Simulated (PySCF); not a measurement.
**Spectroscopy problems**

[PySCF 2.14.0 with density-fitted response routines: NMR shieldings at PBE0/pcSseg-1/GIAO; GFN2-xTB geometry; B3LYP/pcJ-1 coupling constants (spin–dipole term left out of most H,H and C,H couplings); one computed conformer; no solvent; non-relativistic; one averaged value for each set of equivalent atoms]

Chemical shifts δ = σref − σ; TMS for 1H (31.72 ppm), 13C (186.93 ppm), all at this level. Multiplet labels drop J under 1 Hz and among equivalent protons, and merge close values. Unscaled 3J(H,H) run several per cent high. Splittings of carbon signals by F and P are missing where no couplings were computed. Where no couplings were computed, multiplicities follow the n + 1 count of equivalent neighbours, and m marks all less simple cases (inequivalent or close neighbours, rings, F or P nearby). Vicinal couplings that depend on rotamer populations or ring flexing (ring, CH–CH, X–H and H–F types) are those of the one conformer. One-bond C–F couplings are unscaled and too large by tens of Hz. Shifts are as computed. Against solution values, carbons near 30 ppm lie about +3 ppm off and those near 130 ppm about +5 ppm. Of 1309 compounds with measured shifts, 239 miss one by over three times the rms of a fit or turn the order of signals round; such compounds aren't used in these exercises.

Problem. C6H7FO. 1H NMR (400 MHz, computed): δ 7.05 (ddt, J = 7.0, 5.1, 3.3 Hz, 1H), 6.39 (dtq, J = 7.0, 3.2, 1.7 Hz, 1H), 5.69 (m, 2H), 5.14 (tq, J = 5.1, 3.2 Hz, 2H), 4.64 (d of quint of d, J = 34.8, 3.4, 1.9 Hz, 1H). 13C{1H} NMR (computed): δ 167.1 (C), 141.2 (CH), 133.2 (CH), 97.5 (CH, d, J = 10.6 Hz), 86.5 (CH2, d, J = 225.2 Hz), 79.7 (CH2). Give a structure.

Solution. SMILES FC/C=C1\C=CCO1. The formula gives 3 degrees of unsaturation (1 ring in the answer). 6 carbon signals for 6 carbons: no two carbons are equivalent. Carbon types of the structure: 1 × C, 3 × CH, 2 × CH2, which accounts for all hydrogens. δC 167.1: alkene carbon bearing oxygen; an sp2 carbon further deshielded by the attached heteroatom. δC 141.2, 133.2: alkene CH; the olefinic region. δC 97.5: β carbon of an enol-ether or enamine type C=C; the O or N lone pair pushes π density onto this β carbon and shields it. δC 79.7: allylic sp3 CH2 bonded to O; deshielded by the electronegative neighbour. The protons at 7.05 and 6.39 share a coupling of 7.0 Hz (vicinal, cis across C=C). The protons at 6.39 and 5.14 share a coupling of 3.2 Hz (vicinal).

This is the structure that produced the data.

Problem. C6H8F2. 1H NMR (400 MHz, computed): δ 6.24 (m, 1H), 6.23 (m, 1H), 5.33 (m, 1H), 5.21 (m, 1H), 2.75 (m, 1H), 2.65 (m, 1H), 2.30 (m, 1H), 1.60 (m, 1H). 13C{1H} NMR (computed): δ 140.0 (CH), 133.0 (CH), 88.9 (CH), 88.5 (CH), 40.1 (CH2), 37.3 (CH2). Identify the compound.

Solution. `F[C@@H]1CC=C[C@@H](F)C1`. The formula gives 2 degrees of unsaturation (1 ring in the answer). 6 carbon signals for 6 carbons: no two carbons are equivalent. Carbon types of the structure: 4 × CH, 2 × CH2, which accounts for all hydrogens. δC 140.0, 133.0: alkene CH; as expected for a trigonal carbon in a double bond. δC 88.9: allylic sp3 CH bonded to F; deshielded by the electronegative neighbour. δC 88.5: sp3 CH bonded to F; the inductive effect lowers its shielding. δH 5.33: hydrogen on an allylic sp3 CH bonded to F; its carbon carries F, an electronegative neighbour.

This is the structure that produced the data.
